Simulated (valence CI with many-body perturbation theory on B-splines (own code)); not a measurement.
Which ion has this spectrum?

A relativistic CI+MBPT calculation for an atom or ion with 32 electrons gives these levels (cm⁻¹):

```csv
J,Parity,E,g
0,even,0,
1,even,497959,1.50
2,even,528974,1.18
2,even,1050341,1.31
0,even,1118170,
2,odd,1172156,1.59
1,odd,1278630,1.03
2,odd,1589759,0.78
2,odd,1625689,1.54
3,odd,1684386,1.30
1,odd,1714559,0.95
0,odd,1760688,
2,odd,1794061,1.17
3,odd,1803868,1.14
```

The energies are calculated, and their last digits are not significant.

**Question.** Which is it?
A. Tm37+
B. Yb38+
C. Lu39+
D. Ho35+

**Answer.** A. Tm37+, ground level (4s^2 4p1/2^2) J=0.
